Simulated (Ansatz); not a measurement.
Relaxation of FH₅HfO₄ (11 atoms, charge 0, multiplicity 1), to a largest force component of 0.03 eV/Å in at most 50 steps.

Method: Ansatz, RKS B3LYP/def2-SVP.

```xyz
11
Properties=species:S:1:pos:R:3
Hf -0.165 -0.266 0.091
F -0.035 -0.092 2.050
O 1.600 -0.509 -0.679
H 2.357 -0.747 -1.216
O -1.194 1.142 -0.739
H -1.588 1.900 -1.171
O -1.143 -1.904 -0.180
H -1.687 -2.658 -0.404
O 1.390 2.281 1.402
H 2.318 2.016 1.337
H 1.050 1.727 2.144
```

Task: Where does it end, and by what steps?

Result: The run converged. After 16 steps the energy has fallen by 0.372 eV; H10 moved furthest, 0.83 Å. Joined: Hf1–O9 (3.26 → 2.41 Å).

```tsv
step	energy less start (eV)	largest force component (eV/Å)	accepted
0	0.0000	0.629	yes
1	-0.0446	0.878	yes
2	-0.1476	0.837	yes
3	-0.2490	0.545	yes
4	-0.2554	0.706	yes
5	-0.2851	0.517	yes
6	-0.2974	0.253	yes
7	-0.3025	0.946	yes
8	-0.3241	0.471	yes
9	-0.3425	0.311	yes
10	-0.3175	1.386	no
11	-0.3617	0.136	yes
12	-0.3700	0.097	yes
13	-0.3707	0.096	yes
14	-0.3712	0.050	yes
15	-0.3712	0.069	yes
16	-0.3716	0.013	yes
```

```xyz
11
Properties=species:S:1:pos:R:3
Hf -0.126 -0.008 0.277
F -0.344 -0.105 2.221
O 1.758 -0.184 -0.397
H 2.125 -0.864 -0.972
O -1.251 1.291 -0.624
H -1.672 2.001 -1.106
O -0.821 -1.736 -0.262
H -1.304 -2.535 -0.470
O 1.208 1.806 1.125
H 2.054 1.493 0.753
H 1.278 1.732 2.089
```

Whether the end is a true minimum wasn't checked by a vibrational analysis.

The run took 36 s on 4 threads of Arm Neoverse V2, on a shared host, peak memory 0.31 GiB.
